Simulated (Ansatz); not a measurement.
Computed with Ansatz on PBE0-D4/def2-TZVP structures; ΔE is electronic, products minus reactants. CCSD(T)/CBS is the MP2 limit (def2-TZVPP, def2-QZVPP) plus CCSD(T) − MP2 in def2-TZVPP, frozen cores. This one scheme is used for every species, atoms too. DFT in def2-TZVPP. Open shells (•) are unrestricted, without spin–orbit coupling. Spin–orbit coupling would lower the free atoms: a little for F. def2 core potentials past Kr. Bonds to Sn are less sure, by a few kJ/mol each and by 10 to 20 or more in all where they break to atoms, as the def2 sets lack core-valence functions.

Consider the homolysis of the F–Sn bond: `C#[C][Sn]([F])([F])[F]` → F• + `C#[C][Sn]([F])[F]`•.

```csv
level,ΔE (eV)
BLYP-D4,4.77
r2SCANh-D4,4.75
```

Task: What does CCSD(T)/CBS give? (An estimate is asked.)

Result: Ansatz gave: +5.16 eV. The listed levels differ from it by -0.39, -0.41 eV.

Task: What do rigid-rotor, harmonic-oscillator terms from PBE0-D4/def2-TZVP frequencies (298.15 K, 1 bar) make of the CCSD(T)/CBS value? (An estimate is asked.)

Result: Computed: ΔZPE = -0.08 eV, ΔH = +5.12 eV, ΔS = 151 J/(mol·K), ΔG = +4.65 eV. Open shells count their whole term as degenerate.

Largest T1 diagnostic among the species: 0.018.

In def2-TZVPP, CCSD(T) changes the Hartree–Fock value by +1.54 eV (the triples alone add +0.11 eV) and MP2 by +1.86 eV; breaking electron pairs costs correlation energy, which Hartree–Fock lacks. From PBE to PBE0 (25 % exact exchange), in def2-TZVPP and without D4, ΔE moves by −0.15 eV: exact exchange takes away binding that semilocal exchange gives to molecules.

CCSD(T)/CBS has its own doubt, a few kJ/mol and more with outer-core shells, so smaller differences from it don't rank the levels.
